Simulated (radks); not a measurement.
Q: These are the eigenvalues of the occupied orbitals of an atom or ion with whole-number occupations (Ry). Method: scalar-relativistic Kohn-Sham, r2SCAN, spin-polarised, spherical densities, finite nucleus; meta-GGA in the generalised Kohn-Sham scheme; Fermi nuclear charge, rms radius of each element as measured or else 0.836 A^(1/3) + 0.57 fm; computed with a radial shooting solver on a logarithmic mesh with Libxc functionals.

1s up: -3437.553
1s down: -3437.553
2s down: -564.8369
2s up: -564.8355
2p down: -503.8121
2p up: -503.8116
3s up: -125.9114
3s down: -125.7525
3p up: -106.7317
3p down: -106.5726
3d up: -80.75288
3d down: -80.62841
4s up: -26.97961
4s down: -26.57443
4p up: -20.63538
4p down: -20.22605
4d up: -11.69726
4d down: -11.28261
5s up: -5.00912
5s down: -4.80567
5p up: -3.40174
5p down: -3.25363
4f up: -2.10893
5f up: -0.45320

Which element is it, and in what charge state? The configuration may be excited. Open shells, if any, are filled with parallel spins first.

A: Z = 62, samarium, charge +2: Sm2+ in [Xe] 4f5 5f1. The list shows which subshells hold electrons but not how many an open one holds; the 1s level, -1718.8 hartree, gives Z - s = 58.6 by -(Z - s)^2/2, which with screening and relativity narrows Z to a few neighbours, and the depths of the outer levels then fix element, charge and occupations together.
